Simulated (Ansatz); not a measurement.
`O[SiH](Cl)[SiH2]F` + `[SiH3]C[CH2][GeH3]` → `F[SiH2]CC[SiH3]` + `O[SiH](Cl)[GeH3]`  (redistribution)

Isolated molecules relaxed with PBE0-D4/def2-TZVP in Ansatz; ΔE leaves out vibrations. CCSD(T)/CBS adds triple-zeta CCSD(T) − MP2 to the extrapolated MP2 energy (def2 sets, frozen cores). DFT in def2-TZVPP. For Ge outer-core shells are correlated without core-valence functions, which leaves a few kJ/mol of doubt a bond. Scalar relativity is left out up to krypton. Each species was taken in one conformer, which may not be the lowest.

Q: Is it downhill or uphill in electronic energy at CCSD(T)/CBS, and by how much? (Best estimate.)

A: Computed: Downhill: ΔE = -0.41 eV.

Q: What do these levels give: PBE0-D4, PBE0, HF/def2-TZVPP, MP2/def2-TZVPP, SCS-MP2/def2-TZVPP, MP2/def2-QZVPP? (Best estimate.)

A: The calculation gave: PBE0-D4 -0.43, PBE0 -0.41, HF/def2-TZVPP -0.39, MP2/def2-TZVPP -0.42, SCS-MP2/def2-TZVPP -0.39, MP2/def2-QZVPP -0.42 eV.

Largest T1 diagnostic among the species: 0.012.
